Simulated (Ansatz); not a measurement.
Problem. Name a neutral molecule of S, Sn with HOMO energy (PBE0/def2-TZVPP) between -7.45 and -7.15 eV and HOMO–LUMO gap (B3LYP/def2-TZVPP) between 4.25 and 4.55 eV (Ansatz, PBE0-D4/def2-TZVP geometry).

Solution. `[S][Sn]` (-7.34 eV, 4.43 eV). Other molecules can fit too; these were computed, each in one conformer that needn't be the lowest.

B3LYP here is the variant with VWN-RPA as its local correlation; programs differ in this.
